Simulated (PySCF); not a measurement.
## Excitation energy of Co by level of theory

Co [Ar] 3d7 4s2 (4F) → Co [Ar] 3d9 (2D), as a difference of total energies. Calculation: PySCF 2.14, in def2-QZVPPD (11s6p5d4f2g, 100 functions); no relativity, point nucleus. Correlated levels: valence: [Ar] frozen. The calculations carry no spin-orbit coupling.

```
           method  excitation energy (eV)
              UHF                   7.192
    MP2 (valence)                   1.525
SCS-MP2 (valence)                   2.031
   CCSD (valence)                   3.898
CCSD(T) (valence)                   3.337
```

Question: How much does correlation contribute at CCSD(T) (valence)?

Answer: 3.337 − (7.192) = -3.855 eV, measured against UHF.

A first-order spin-orbit estimate (lowest level to lowest level, LS coupling) adds 0.048 eV.

The coupled-cluster amplitudes are large for the upper state (T1 above 0.03 or a double amplitude above 0.15), so a single reference is strained.
